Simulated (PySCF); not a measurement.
How the functional moves excitation energies

Phosphorus tribromide, PBr3.
InChI=1S/Br3P/c1-4(2)3

Linear-response calculations in the def2-SVPD basis (PySCF; singlets by full response, triplets Tamm–Dancoff, core orbitals frozen in the response; HF means time-dependent Hartree–Fock). 'Strongest' is the level of largest summed f among the singlets computed (10 roots, of which the last may lack a degenerate partner); it can jump between rows when another state enters that window. S1 is the lowest singlet of each run and needn't be the same state throughout; f(S1) is that of one state. Geometry: PBE0-D3(BJ)/def2-SVP; no solvent, vibrations or thermal averaging. Relativistic effects, spin–orbit coupling among them, are left out although an element past zinc is present.

| functional | kind | S1 (eV) | f(S1) | strongest (eV) | T1 (eV) | HOMO (eV) | gap (eV) | ionisation energy, ΔSCF (eV) |
| --- | --- | --- | --- | --- | --- | --- | --- | --- |
| LDA | LDA | 3.89 | 0.008 | 4.85 | 3.49 | -7.07 | 3.63 | 9.81 |
| PBE | GGA | 3.95 | 0.008 | 4.89 | 3.51 | -6.92 | 3.71 | 9.61 |
| B3LYP | global hybrid, 20% exact exchange | 4.20 | 0.012 | 5.30 | 3.69 | -7.80 | 5.17 | 9.86 |
| PBE0 | global hybrid, 25% exact exchange | 4.29 | 0.012 | 5.43 | 3.76 | -8.02 | 5.59 | 9.90 |
| CAM-B3LYP | range-separated hybrid | 4.40 | 0.015 | 5.58 | 3.84 | -9.21 | 7.81 | 10.03 |
| wB97X-D | range-separated hybrid | 4.44 | 0.015 | 5.60 | 3.92 | -9.79 | 9.03 | 10.02 |
| LC-wPBE | range-separated hybrid | 4.63 | 0.016 | 5.90 | 3.99 | -10.47 | 10.16 | 10.18 |
| HF | Hartree–Fock | 5.25 | 0.026 | 6.56 | 4.05 | -10.48 | 11.29 | not settled |

Question: What does BHandHLYP (global hybrid, 50% exact exchange) give?

Answer: S1 (eV) 4.59, f(S1) 0.017, strongest (eV) 5.76, T1 (eV) 3.98, HOMO (eV) -8.98, gap (eV) 7.46, ionisation energy, ΔSCF (eV) 9.99. S1 runs from 3.89 eV (LDA) to 5.25 eV (HF), a spread of 1.36 eV, while the orbital gap spreads over 7.7 eV. Along PBE (0%), B3LYP (20%), PBE0 (25%), BHandHLYP (50%), HF (100%) S1 rises with the share of exact exchange. −ε(HOMO) comes closest to its own ΔSCF ionisation energy with wB97X-D (-0.23 eV) and misses most with LDA (-2.73 eV). 'Not settled' means that the ion's SCF failed to converge or may have ended in another state than the lowest.
